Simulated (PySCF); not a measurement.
C2H7AlS, SMILES [CH3][Al]([CH3])[SH].

Coordinates come from a B3LYP-D3(BJ)/def2-SVP optimisation. The geometry has at least one imaginary mode, so it is a saddle point at that level. The values are those of a single conformer.

Two levels are set side by side: PBE/def2-TZVP (PySCF) and r2SCAN/def2-TZVP (PySCF). Same geometry, gas phase. Differences are taken from unrounded values.

| quantity | r2SCAN | PBE | PBE minus r2SCAN |
|---|---|---|---|
| orbital gap (eV) | 5.62 | 5.00 | -0.62 |
| highest occupied level (eV) | -6.54 | -6.25 | 0.29 |
| lowest empty level (eV) | -0.92 | -1.25 | -0.33 |
| dipole moment (D) | 1.68 | 1.60 | -0.07 |
| mean polarisability (bohr³) | 71.3 | 73.5 | 2.2 |

Rough cost on one machine, each run with all the roots and properties that it gave: r2SCAN against PBE about 3 times.
